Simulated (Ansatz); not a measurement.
Te₆Mo₃. Charge 0, multiplicity 1. Geometry PBE-D4/def2-SVP, basis def2-TZVP, Ansatz.

```xyz
9

Mo    0.7972   -0.5943   -0.7570
Mo    0.8431    0.9329    0.9904
Mo   -1.6002   -0.1508    0.4397
Te    2.5846   -0.1611   -2.6711
Te   -1.4340   -0.3249   -2.1724
Te    0.3947   -1.5959    1.7322
Te   -1.3811    2.3942    1.1061
Te    3.2752    0.9450   -0.1331
Te   -3.4795   -1.4451    1.4652
```

```tsv
run	HOMO (eV)	LUMO (eV)
A	-5.05	-4.24
B	-5.58	-4.10
C	-7.98	-2.12
D	-5.27	-4.30
E	-5.90	-3.76
```

In the def2 sets Mo, Te take a core potential; there is no spin–orbit coupling. LC-ωPBE has ω = 0.4 bohr⁻¹. Single mean-field runs in def2-TZVP are fitted with def2-universal-jkfit.

Q: The runs used LC-ωPBE, PBE, PBE0, r2SCAN, r2SCANh. Estimate which is which.

A: A PBE (0 % exact exchange); B r2SCANh (10 % exact exchange); C LC-ωPBE (range-separated); D r2SCAN (0 % exact exchange); E PBE0 (25 % exact exchange). Exact exchange lowers occupied and raises empty levels; among semilocal functionals meta-GGAs tend to open the gap a little, and such runs are hard to tell apart. The gap grows from 0.81 eV (PBE) to 5.85 eV (LC-ωPBE). The restricted singlet is unstable towards broken spin symmetry in Hartree–Fock (as tested in another run); at PBE-D4/def2-TZVP, r2SCANh-D4/def2-TZVP, LC-ωPBE/def2-TZVP, r2SCAN-D4/def2-TZVP and others this wasn't settled.
